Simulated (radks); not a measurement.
Effect of the nuclear size on the copper ion Cu+, [Ar] 3d10. All-electron calculation, Dirac Kohn-Sham, PBE, spin-unpolarised, spherical densities, finite nucleus; Fermi nuclear charge, rms radius 3.8823 fm. Program: a radial shooting solver on a logarithmic mesh with Libxc functionals. The rms radius is varied about that value; shifts are against it.

rms radius (fm)  total energy shift (eV)  density at nucleus (e/bohr^3)  1s1/2 shift (meV)  2s1/2 shift (meV)  3s1/2 shift (meV)
3.3465                           -0.0504                      2.236e+04              -21.4              -2.03             -0.306
3.6416                           -0.0235                      2.227e+04             -10.00             -0.949             -0.143
3.8823                                 0                      2.219e+04              0.000              0.000              0.000
4.0648                            0.0188                      2.214e+04               7.98              0.758              0.114
4.5617                            0.0740                        2.2e+04               31.5               2.99              0.450

Slopes of the eigenvalues against <r^2> in GHz/fm^2, as finite differences over the two radii next to the reference (eigenvalue slopes, not the field-shift constants of lines): 1s1/2 1330, 2s1/2 127, 3s1/2 19.0.
